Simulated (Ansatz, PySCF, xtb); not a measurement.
Gas-phase reaction in SMILES: CB(C)N [[amino(methyl)boranyl]methane] + 2 B (BH3) → 2 BC (CH5B) [methylborane] + BN (BNH4)
Structures are relaxed separately at B3LYP-D3(BJ)/def2-TZVP in Ansatz (a program for electronic structure), one conformer each, not searched for the lowest.

Property: bond separation energy (electronic energy difference), in kcal/mol. Valence correlation only, unless marked. No spin-orbit coupling. No relativistic terms. Basis-set limits of correlation are two-point, X^-3; Hartree-Fock from the larger set. The bracket is a focal-point correction in the basis named.

| level | program | bond separation energy (kcal/mol) | minus last row |
|---|---|---|---|
| GFN1-xTB | xtb | -3.3 | 0.7 |
| HF/6-31G | Ansatz | -2.6 | 1.4 |
| HF/cc-pVDZ | Ansatz | -3.8 | 0.2 |
| HF/cc-pVTZ | Ansatz | -3.6 | 0.4 |
| HF-D3(BJ)/def2-TZVPD | PySCF + dftd3 | -1.9 | 2.1 |
| HF-D4/def2-TZVPD | PySCF + dftd4 | -1.0 | 3.0 |
| BLYP/def2-TZVPD | Ansatz | -7.8 | -3.8 |
| r2SCAN-D3(BJ)/def2-TZVPD | Ansatz + dftd3 | -6.0 | -2.0 |
| PBE0-D3(BJ)/def2-TZVP | Ansatz + dftd3 | -5.9 | -1.9 |
| PBE0-D3(BJ)/def2-TZVPD | Ansatz + dftd3 | -5.9 | -1.9 |
| TPSSh/def2-TZVPD | PySCF | -6.7 | -2.7 |
| CAM-B3LYP-D3(BJ)/def2-TZVPD | Ansatz + dftd3 | -5.4 | -1.4 |
| wB97X-V/def2-TZVPD | Ansatz | -4.7 | -0.7 |
| B2GP-PLYP/def2-TZVPD | Ansatz | -4.8 | -0.8 |
| SCS-MP2/STO-3G | Ansatz | -4.2 | -0.2 |
| SCS-MP2/aug-cc-pVTZ | Ansatz | -2.9 | 1.1 |
| SCS-MP2/cc-pwCVTZ | Ansatz | -3.4 | 0.6 |
| CCSD/6-31G | Ansatz | -3.0 | 1.0 |
| CCSD(T)/aug-cc-pVDZ | Ansatz | -2.4 | 1.6 |
| CCSD(T)/aug-cc-pVTZ | Ansatz | -3.3 | 0.7 |
| RI-MP2/CBS(aug-cc-pVTZ,aug-cc-pVQZ)+[CCSD(T)-MP2]/aug-cc-pVTZ | Ansatz | -4.0 | 0.0 |
